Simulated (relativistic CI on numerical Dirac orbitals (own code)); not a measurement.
Pt³⁺: 5p photoemission

Computed with this model: Dirac-Coulomb-Breit CI, orbitals from a KLI potential per configuration, a model potential for QED, valence Slater integrals scaled by 0.9, multiplet model of photoemission in the sudden approximation; configurations [Xe] 4f14 5d7 → [Kr] 4d10 4f14 5s2 5p5 5d7; 300 K; Lorentzian 1.5 eV and Gaussian 0.6 eV FWHM. Energies are those of the free ion, without screening or charge transfer. The energies are binding energies and can lie tens of eV above those of solids. S is read from ⟨S²⟩ = S(S + 1).

Field parameters in Wybourne normalisation: Oh B⁴₀ = 21Dq, B⁴₄ = √(5/14) B⁴₀. The field is a parameter set, without covalency.

free ion: ground-state S = 1.39, centroid 102.39 eV. Peaks (eV, height): 92.4 (100), 94.6 (90), 97.2 (31), 99.4 (32), 101.4 (38), 104.2 (33), 114.8 (62), 117.2 (58).

Oh, 10Dq = 7000 cm⁻¹: ground-state S = 1.43, centroid 102.41 eV. Peaks (eV, height): 92.4 (100), 94.6 (79), 98.0 (30), 99.4 (31), 101.6 (33), 104.2 (27), 114.6 (51), 117.6 (45).

Oh, 10Dq = 19350 cm⁻¹: ground-state S = 0.91, centroid 102.51 eV. Peaks (eV, height): 94.2 (100), 99.0 (37), 101.0 (29), 115.2 (45).

Oh, 10Dq = 31700 cm⁻¹: ground-state S = 0.63, centroid 102.60 eV. Peaks (eV, height): 94.6 (100), 99.0 (34), 112.8 (44), 117.0 (23).

Oh, 10Dq = 44050 cm⁻¹: ground-state S = 0.56, centroid 102.63 eV. Peaks (eV, height): 95.0 (100), 99.4 (31), 113.0 (44), 118.4 (14).

Strongest unbroadened transitions for Oh, 10Dq = 44050 cm⁻¹:

| Energy (eV) | Relative strength |
| --- | --- |
| 94.12 | 33.3 |
| 94.52 | 100.0 |
| 94.99 | 63.3 |
| 95.14 | 94.9 |
| 95.95 | 22.6 |
| 96.22 | 75.1 |
| 97.16 | 15.8 |
| 98.29 | 12.4 |
| 99.09 | 10.8 |
| 99.62 | 41.3 |
| 112.31 | 20.8 |
| 112.58 | 45.9 |
| 113.22 | 41.7 |
| 113.50 | 14.0 |
| 114.43 | 38.4 |
| 114.74 | 9.5 |
| 115.01 | 22.7 |
| 118.89 | 16.7 |
